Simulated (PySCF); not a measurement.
Species: C6H6OS.
Cartesian coordinates in Å at the GFN2-xTB level; atoms count from 1:
```
atom  x, y, z in Å
C1    -2.292   -0.820   -0.223
C2    -1.363    0.309   -0.594
O3    -1.710    1.258   -1.263
C4     0.008    0.193   -0.098
C5     1.035    1.071   -0.340
C6     2.243    0.687    0.264
C7     2.128   -0.478    0.962
S8     0.546   -1.127    0.894
H9    -1.894   -1.762   -0.596
H10   -2.374   -0.892    0.860
H11   -3.274   -0.642   -0.652
H12    0.902    1.954   -0.937
H13    3.159    1.245    0.186
H14    2.886   -0.996    1.515
```

Method used: PBE0/pcSseg-1 in PySCF (dipole) on a GFN2-xTB geometry, gas phase.

Take the most abundant isotopes and a rigid rotor. The values belong to one conformer with, in the numbering `[CH3:1][C:2](=[O:3])[c:4]1[cH:5][cH:6][cH:7][s:8]1`, C1–C2–C4–C5 178°.

Q: What are A, B and C (GHz)?

A: Ia = 142.45, Ib = 348.63, Ic = 487.89 u·Å²; 505379 MHz·u·Å²/I gives 3548, 1450 and 1036 MHz, that is A = 3.5477, B = 1.4496, C = 1.0358 GHz.

Q: Classify the top.

A: An asymmetric top; Ray's κ = -0.671.

Q: Is it planar, by Δ = Ic − Ia − Ib?

A: Not planar: Δ = Ic − Ia − Ib = -3.20 u·Å². For a rigid frame Δ = −2 Σ m c², so Σ m c² = 1.60 u·Å² lies off the ab plane: 1.57 from hydrogen and 0.03 from heavier atoms. The atom farthest from that plane is 0.92 Å away.

Q: Where do the levels up to J = 2 lie, in MHz?

A: Above 0(0,0):
J = 1: 1(0,1) 2485, 1(1,1) 4584, 1(1,0) 4997
J = 2: 2(0,2) 7401, 2(1,2) 9141, 2(1,1) 10382, 2(2,1) 16676, 2(2,0) 16732
The levels of one J sum to (2J + 1)J(J + 1)(A + B + C)/3.

Q: Which types of transition are allowed, and where do some lines up to J = 2 fall?

A: The dipole components are |μa| = 2.57 D, |μb| = 1.71 D, |μc| = 0.07 D. The squared components, which scale the intensities, stand as 1.00 : 0.44 : 0.00 (a : b : c). Some lines, for components of 0.1 D or more:

```tsv
type	branch	J(Ka,Kc)	MHz	lower level (cm⁻¹)
a	Q	1(1,0) ← 1(1,1)	414	0.153
a	Q	2(1,1) ← 2(1,2)	1241	0.305
a	R	1(0,1) ← 0(0,0)	2485	0.000
b	Q	1(1,0) ← 1(0,1)	2512	0.083
b	R	2(0,2) ← 1(1,1)	2817	0.153
b	Q	2(1,1) ← 2(0,2)	2981	0.247
a	R	2(1,2) ← 1(1,1)	4557	0.153
b	R	1(1,1) ← 0(0,0)	4584	0.000
a	R	2(0,2) ← 1(0,1)	4916	0.083
a	R	2(1,1) ← 1(1,0)	5385	0.167
b	Q	2(2,0) ← 2(1,1)	6350	0.346
b	R	2(1,2) ← 1(0,1)	6655	0.083
b	Q	2(2,1) ← 2(1,2)	7535	0.305
b	R	2(2,1) ← 1(1,0)	11679	0.167
b	R	2(2,0) ← 1(1,1)	12148	0.153
```

No GFN2-xTB frequencies stand behind this structure, so it isn't proved a minimum. Constants of a rigid frame at the computed geometry: no zero-point averaging, no centrifugal distortion. A rigid rotor knows nothing of internal rotation, which can split or shift real lines.
